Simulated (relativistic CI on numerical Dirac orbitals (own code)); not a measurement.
Ce3+: M4,5 absorption edge

Computed with this model: Dirac-Coulomb-Breit CI, separate exchange-only KLI orbitals for each configuration, a model potential for QED, valence Slater integrals scaled by 0.8, multiplet model of core-to-valence dipole absorption; configurations [Xe] 4f → [Ar] 3d9 4s2 4p6 4d10 4f2 5s2 5p6; 80 K; Lorentzian 0.6 eV and Gaussian 0.4 eV FWHM. Energies are those of the free ion, without screening or charge transfer. The branching ratio is the share of the lower-energy edge in the whole absorption, uncertain by about 0.02 where the edges overlap. S is read from ⟨S²⟩ = S(S + 1).

free ion: ground-state S = 0.50, centroid 893.37 eV, branching ratio 0.476. Peaks (eV, height): 883.9 (57), 884.8 (94), 899.0 (15), 900.4 (42), 902.2 (100), 905.1 (7).

The statistical ratio of this edge is 3/5 = 0.600. Values above it arise where the holes sit mainly in the j = l + 1/2 valence subshell or the ground state has high spin; values below it where core-valence Coulomb terms move weight to the upper edge, as in nearly empty shells.

Strongest unbroadened transitions for free ion:

```tsv
Energy (eV)	Relative strength
881.81	2.5
882.27	2.3
883.34	17.4
883.48	23.5
883.71	16.3
884.04	29.6
884.75	76.3
884.97	43.7
898.80	8.2
899.04	6.3
899.66	2.8
900.42	46.6
901.22	5.1
902.09	100.0
902.45	2.8
902.53	47.7
902.99	8.1
905.11	6.6
```
